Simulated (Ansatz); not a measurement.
FGeH₅O₂Si (`[OH][GeH2][SiH](O)F`). The species carries charge 0 and has multiplicity 1.

Cartesian coordinates in Å:
```
O 1.264 -1.081 1.432
Ge 0.175 -1.414 0.055
Si -0.626 0.727 -0.648
O 0.223 1.726 0.338
F -2.196 0.884 -0.383
H 1.345 -0.134 1.574
H -0.935 -2.357 0.549
H 0.993 -2.126 -1.040
H -0.434 1.100 -2.073
H 0.191 2.675 0.198
```

Problem. What are the harmonic wavenumbers in cm⁻¹ at PBE0-D4/def2-TZVP (Ansatz, finite differences of forces, unscaled)? (Best estimate.)

Solution. The calculation gave: 21i, 106, 155, 227, 230, 255, 343, 362, 459, 664, 689, 738, 744, 828, 841, 871, 906, 946, 997, 2135, 2150, 2219, 3871, 3907.
